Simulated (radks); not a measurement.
All-electron atom: N+ in [He] 2s2 2p2 (the NIST ground configuration).

Calculated with a radial shooting solver on a logarithmic mesh with Libxc functionals: scalar-relativistic Kohn-Sham, PBE, spin-polarised, spherical densities, point nucleus; open shells are filled with parallel spins first.

Energy parts (hartree):
| part | energy |
|---|---|
| total | -54.02007 |
| kinetic | 53.94461 |
| electron-nucleus | -124.04227 |
| Hartree | 22.34411 |
| exchange-correlation | -6.26652 |

Orbitals (lengths in bohr, moments of r in powers of bohr):
orbital  occ.  eigenvalue (hartree)     <r>
1s up       1             -14.76224  0.2300
1s down     1             -14.71503  0.2293
2s up       1              -1.24310   1.232
2s down     1              -1.10491   1.267
2p up       2              -0.80966   1.252
2p down     0              -0.67563   1.320

The highest occupied level is 2p up at -22.032 eV. The density falls to 0.001 e/bohr^3 at r = 3.00 bohr. Spin moment in Bohr magnetons: 2. For comparison, the ionisation energy in NIST's Atomic Spectra Database is 29.601 eV (semi-empirical). In exact Kohn-Sham theory the highest level is minus the ionisation energy, but local and semilocal functionals leave it too shallow, through self-interaction and a potential that decays too fast; potentials with the right tail come closer.
